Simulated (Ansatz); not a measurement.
C2H9AlOSi. The species carries charge 0 and has multiplicity 1. The bonds changed during the relaxation, so this is another structure than the one it started from. The structure was optimised at the PBE0-D4/def2-TZVP level. It is one conformer, not always the lowest.

```xyz
14

O    -1.216   -0.765   -0.553
C    -0.797    0.382    0.371
Al   -1.845   -0.997    1.277
C     0.703    0.488    0.477
Si    1.614    0.691   -1.164
H    -0.445   -1.206   -0.930
H    -1.242    1.272   -0.072
H    -3.426   -0.947    1.354
H    -0.967   -2.109    2.000
H     0.926    1.371    1.086
H     1.128   -0.362    1.025
H     1.135    1.901   -1.881
H     1.350   -0.493   -2.036
H     3.082    0.774   -0.954
```

Question: What is the dipole moment at B3LYP/def2-TZVPP? (Estimate.)

Answer: The calculation gave: 2.20 D, with components (1.92, 0.86, -0.67) D in this frame, pointing from negative to positive charge.

Question: And with PBE, r2SCAN, ωB97M-V? (Estimate.)

Answer: Ansatz gave: PBE 2.20 D, r2SCAN 2.23 D, ωB97M-V 2.22 D.

Question: Give the Mulliken charges with B3LYP, PBE, ωB97M-V in def2-TZVPP. (Best estimate.)

Answer: The calculation gave: 
| atom | B3LYP | PBE | ωB97M-V |
| --- | --- | --- | --- |
| O1 | -0.24 | -0.18 | -0.22 |
| C2 | -0.11 | -0.10 | -0.19 |
| Al3 | 0.40 | 0.30 | 0.35 |
| C4 | -0.25 | -0.23 | -0.34 |
| Si5 | 0.26 | 0.18 | 0.17 |
| H6 | 0.19 | 0.19 | 0.20 |
| H7 | 0.11 | 0.09 | 0.13 |
| H8 | -0.16 | -0.14 | -0.13 |
| H9 | -0.17 | -0.15 | -0.14 |
| H10 | 0.09 | 0.09 | 0.11 |
| H11 | 0.10 | 0.11 | 0.13 |
| H12 | -0.06 | -0.05 | -0.02 |
| H13 | -0.09 | -0.07 | -0.05 |
| H14 | -0.06 | -0.05 | -0.02 |

B3LYP here is the variant with VWN-RPA as its local correlation; programs differ in this.
